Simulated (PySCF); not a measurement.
## Molecular orbitals of SnC

PBE at R = 2.030 Å; Sn def2-SVPD with ECP28, C def2-SVPD; scalar-relativistic core potentials (PySCF 2.14). State: ³Π (triplet), unpaired electrons σ ↑, π ↑. Only the outer orbitals are listed, counted within each symmetry, core potentials removing the inner ones.

```tsv
spin	orbital	occ.	ε (eV)	on Sn (%)	main shells (%)
α	5σ	1	-14.84	32	66 C s, 25 Sn s
α	6σ	1	-9.99	67	63 Sn s, 24 C s, 9 C p
α	7σ	1	-6.14	42	52 C p, 34 Sn p
α	3π	1	-6.13	32	68 C p, 30 Sn p
α	3π	1	-5.42	36	64 C p, 34 Sn p
α	4π	0	-3.07	73	68 Sn p, 26 C p
α	4π	0	-2.51	71	64 Sn p, 28 C p
α	8σ	0	-0.10	57	38 Sn d, 35 C s, 21 Sn p
β	5σ	1	-13.42	46	50 C s, 40 Sn s
β	6σ	1	-8.88	66	55 Sn s, 33 C s, 10 Sn p
β	3π	1	-4.81	58	56 Sn p, 42 C p
β	3π	0	-4.54	65	64 Sn p, 34 C p
β	7σ	0	-4.21	38	44 C p, 37 Sn p, 18 C s
β	4π	0	-2.04	53	47 C p, 42 Sn p, 11 Sn d
```

Question: Which are the highest filled and the lowest empty level, where do they sit, and how wide is the gap?

Answer: Highest filled β 3π at -4.81 eV (in %: 56 Sn p, 42 C p); lowest empty β 3π at -4.54 eV (in %: 64 Sn p, 34 C p); the gap at PBE is 0.27 eV. Both belong to one degenerate shell, split only by its one-sided filling, so this is no excitation gap.

The bond order (Mayer) is 2.11, the ⟨S²⟩ is 2.052 and the charge on Sn (Mulliken, basis-dependent) is 0.24. The charge on Sn (Löwdin, basis-dependent) is 0.38, the dipole moment (positive dipole means Sn(−)C(+)) is -2.68 D and the polarisability along the bond is 77.9 bohr³. The polarisability across the bond is 58.1 bohr³.

Spin–orbit coupling is left out. The state was picked by a PBE0 search and need not be the measured ground state.
